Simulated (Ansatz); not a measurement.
## AgH (SMILES [AgH]): the vertical ionisation energy from total energies

AgH has 2 atoms, charge 0, and is taken as a singlet. As SMILES, `[AgH]`. The bond length is the measured one.

```csv
atom,x (Å),y (Å),z (Å)
Ag,0.0000,0.0000,0.0000
H,0.0000,0.0000,1.6181
```

Both states at this one shape; open shells run unrestricted unless said. 1 Eh = 27.2114 eV.

| level | program | singlet AgH (Eh) | doublet AgH+ (Eh) |
| --- | --- | --- | --- |
| SVWN5/def2-TZVPP (core potential) | Ansatz | -147.297379 | -146.935665 |
| r2SCAN/def2-TZVPP (core potential) | Ansatz | -147.607873 | -147.262878 |
| PBE0/def2-TZVPP (core potential) | Ansatz | -147.551257 | -147.209637 |
| BCCD(T)/def2-TZVPP (core potential), all electrons correlated | Ansatz | -147.345824 | -147.007040 |

**Question.** Work out the vertical ionisation energy at each level.

**Answer.** 
1. SVWN5/def2-TZVPP (core potential): -146.935665 − (-147.297379) = 0.361714 Eh = 9.84 eV.
2. r2SCAN/def2-TZVPP (core potential): -147.262878 − (-147.607873) = 0.344995 Eh = 9.39 eV.
3. PBE0/def2-TZVPP (core potential): -147.209637 − (-147.551257) = 0.341620 Eh = 9.30 eV.
4. BCCD(T)/def2-TZVPP (core potential): -147.007040 − (-147.345824) = 0.338784 Eh = 9.22 eV.

No measured value is set beside it here; the levels span 9.22 to 9.84 eV. Spin-orbit coupling, which splits open shells on such heavy atoms by tenths of an eV, is left out.
